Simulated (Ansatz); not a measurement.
A series at Al: from `[OH][Al]([OH])[OH]`, ligands are replaced one by one, each step taking up H–F and setting free H₂O; n counts the steps. Ansatz, PBE0-D4/def2-TZVP geometries. Each molecule was computed in one conformer, which needn't be the lowest.

CBS adds triple-zeta CCSD(T) − MP2 to the MP2 limit, frozen cores; atoms without spin–orbit coupling. 

| n | molecule | atomization energy, CCSD(T)/CBS (kJ/mol) |
| --- | --- | --- |
| 0 | `[OH][Al]([OH])[OH]` | 2814.1 |
| 1 | `[OH][Al]([OH])[F]` | 2476.4 |
| 2 | `[OH][Al]([F])[F]` | ? |
| 3 | `[F][Al]([F])[F]` | 1797.2 |

Task: By hand: fit a straight line y = ȳ + b (n − n̄) to the 3 given rows and predict n = 2.

Result: n̄ = 1.333, ȳ = 2362.57; Σ(n − n̄)(y − ȳ) = -1582.27, Σ(n − n̄)² = 4.667, so b = -339.03 kJ/mol a step. Prediction: 2362.57 + (-339.03) × (0.667) = 2136.4 kJ/mol.

Task: By hand: compare with the computed value, 2138.7 kJ/mol, and give the steps along the whole series.

Result: The line misses by 2.3 kJ/mol (computed minus predicted). Steps: -337.7, -337.7, -341.5 kJ/mol.

The steps differ by at most 3.8 kJ/mol, 1.1 % of a mean step, so the ligands' effects nearly add and a line is close. The miss is 0.2 % of the series' range. The energies themselves are unsure by some kJ/mol a bond, though much of that is common to the series.
